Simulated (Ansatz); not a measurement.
```yaml
crystal:
  periodic: [false, false, false]
  atoms:
    - {symbol: O, position_ang: [0.221714, -0.898956, -2.878252]}
    - {symbol: C, position_ang: [0.000089, -0.577071, -1.772941]}
    - {symbol: N, position_ang: [-0.278851, -0.443049, -0.612446]}
    - {symbol: Si, position_ang: [-0.104595, 0.230873, 0.934691]}
    - {symbol: Cl, position_ang: [1.605757, 1.391748, 1.003774]}
    - {symbol: H, position_ang: [-1.225404, 1.154958, 1.237400]}
    - {symbol: H, position_ang: [-0.012638, -0.876281, 1.846739]}
basis:
  gaussian: {orbitals: def2-TZVPP, final_grid: {core_spheres: 1, valence_spheres: 1, degree: 1}}
hamiltonian: {xc: {name: PBE}}
```

```sh
$ ansatz run in.yaml --threads 2 --pin off --events-out ev --progress --plain --max-ram 32768MiB --backend cpu
```

It prints (some lines left out):

```
Functional definition: PBE
1186 factors; their error is unknown
mean field evaluation 1: about -24989.5385 eV, gradient 6.7e1 eV
mean field evaluation 2: about -24971.9933 eV, gradient 1.1e2 eV
mean field evaluation 4: about -24996.9935 eV, gradient 1.7e1 eV
mean field evaluation 8: about -24997.5351 eV, gradient 7.5e-2 eV
mean field evaluation 32: about -25364.0158 eV, gradient 4.2e-2 eV
a density is far from that of the atoms, so the factors are made again for it
1754 factors; integrals over basis functions are off by at most 1.7e-4 eV
mean field -25363.96709407 eV, -932.1085983928 hartree, gradient 1.7e-5 eV, S^2 0.000000; 0 other end points of the search recorded, 0 dependent functions left out
reference -25363.96724676 eV, -932.1086040038 hartree; 27, 27 occupied and 178, 178 virtual orbitals, 1754 factors
Total energy: -25363.96724676 eV, -932.1086040038 hartree
```

Something in this input is off. What?

The integration grid is far too coarse. The run converged. The result belongs to that input, not to the molecule as meant.
